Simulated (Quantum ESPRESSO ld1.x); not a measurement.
The erbium ion Er27+, 41 electrons, occupied as [Kr] 4d5.

All-electron calculation, scalar-relativistic Kohn-Sham, revPBE, spin-unpolarised, spherical densities, point nucleus. Program: ld1.x of Quantum ESPRESSO 7.5.

Energy parts (eV):
| part | energy |
|---|---|
| total | -346666.6 |
| kinetic | 376748.1 |
| electron-nucleus | -811122.1 |
| Hartree | 94289.7 |
| exchange-correlation | -6582.3 |

Orbitals (lengths in bohr, moments of r in powers of bohr; <r^-3> diverges for s and p1/2; r(max) is where P^2 peaks; r(90%) holds 90 % of the orbital's charge):
\begin{tabular}{lrrrrr}
orbital & occ. & eigenvalue (eV) & r(90%) & <r^-3> & r(max) \\ \hline
1s & 2 & -58305.3 & 0.0369 & - & 0.013 \\
2s & 2 & -10570.0 & 0.134 & - & 0.073 \\
2p & 6 & -9454.79 & 0.125 & 14320 & 0.060 \\
3s & 2 & -3075.80 & 0.328 & - & 0.206 \\
3p & 6 & -2736.39 & 0.333 & 3130 & 0.203 \\
3d & 10 & -2316.16 & 0.313 & 415.5 & 0.166 \\
4s & 2 & -1253.77 & 0.669 & - & 0.455 \\
4p & 6 & -1132.07 & 0.698 & 881.5 & 0.470 \\
4d & 5 & -973.155 & 0.723 & 110.6 & 0.470 \\
\end{tabular}

The highest occupied level is 4d at -973.15 eV. For comparison, the ionisation energy in NIST's Atomic Spectra Database is 989 eV (theoretical). In exact Kohn-Sham theory the highest level is minus the ionisation energy, but local and semilocal functionals leave it too shallow, through self-interaction and a potential that decays too fast; potentials with the right tail come closer.

Beside tabulated values, note that spin-unpolarised runs miss the spin-polarisation part of the exchange energy of open shells.
